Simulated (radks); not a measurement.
The mean radii <r> (bohr) of the occupied orbitals of an atom or ion are listed with their occupations. All-electron calculation, Dirac Kohn-Sham, PBEsol, spin-unpolarised, spherical densities, finite nucleus; Fermi nuclear charge, rms radius of each element as measured or else 0.836 A^(1/3) + 0.57 fm. Program: a radial shooting solver on a logarithmic mesh with Libxc functionals.

| orbital | occ. | <r> |
|---|---|---|
| 1s1/2 | 2 | 0.02319 |
| 2s1/2 | 2 | 0.09849 |
| 2p1/2 | 2 | 0.08247 |
| 2p3/2 | 4 | 0.08898 |
| 3s1/2 | 2 | 0.2603 |
| 3p1/2 | 2 | 0.2499 |
| 3p3/2 | 4 | 0.2625 |
| 3d3/2 | 4 | 0.2340 |
| 3d5/2 | 6 | 0.2379 |
| 4s1/2 | 2 | 0.5921 |
| 4p1/2 | 2 | 0.6070 |
| 4p3/2 | 4 | 0.6354 |
| 4d3/2 | 4 | 0.6793 |
| 4d5/2 | 6 | 0.6893 |
| 5s1/2 | 2 | 1.417 |
| 5p1/2 | 2 | 1.587 |
| 5p3/2 | 4 | 1.675 |
| 4f5/2 | 1.71429 | 0.9506 |
| 4f7/2 | 2.28571 | 0.9624 |
| 6s1/2 | 1 | 3.794 |
| 5d3/2 | 0.4 | 2.583 |
| 5d5/2 | 0.6 | 2.639 |

Name the element and its charge. Open shells, if any, are shared by 2j + 1.

Answer. Z = 61, promethium, charge +1: Pm+ in [Xe] 4f4 5d1 6s1. The 1s radius gives Z: for a bare nucleus <r> = (2 gamma + 1)/(2Z) with gamma = sqrt(1 - (Z/c)^2), 0.02288 bohr for Z = 61, and screening makes it slightly larger (0.02319 here). The occupations add up to 60, and the charge is Z minus that.
